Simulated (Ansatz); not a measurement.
`O=CC[SiH2]O` + `OCF` → `O=CCOCF` + `O[SiH3]`  (substitution at a C–Si bond)

Program: Ansatz. Geometries: PBE0-D4/def2-TZVP. ΔE: electronic, gas phase. CCSD(T)/CBS adds triple-zeta CCSD(T) − MP2 to the extrapolated MP2 energy (def2 sets, frozen cores). Functionals use def2-TZVPP. B3LYP here is the variant with VWN-RPA as its local correlation; programs differ in this. Each species was taken in one conformer, which may not be the lowest.

```json
{"level": "PBE0", "ΔE (kJ/mol)": "101.0"}
{"level": "B3LYP", "ΔE (kJ/mol)": "92.6"}
```

What does CCSD(T)/CBS give? (Best estimate.)

The calculation gave: +100.3 kJ/mol. The listed levels differ from it by 0.7, -7.7 kJ/mol.

Largest T1 diagnostic among the species: 0.014.

In def2-TZVPP, CCSD(T) changes the Hartree–Fock value by +15.4 kJ/mol (the triples alone add +1.9 kJ/mol) and MP2 by +23.5 kJ/mol. The D4 term adds +3.5 kJ/mol with B3LYP and +1.8 kJ/mol with PBE0; it sums over pairs of atoms, weighted by their polarisabilities, and B3LYP, whose exchange is more repulsive, gets the larger term.
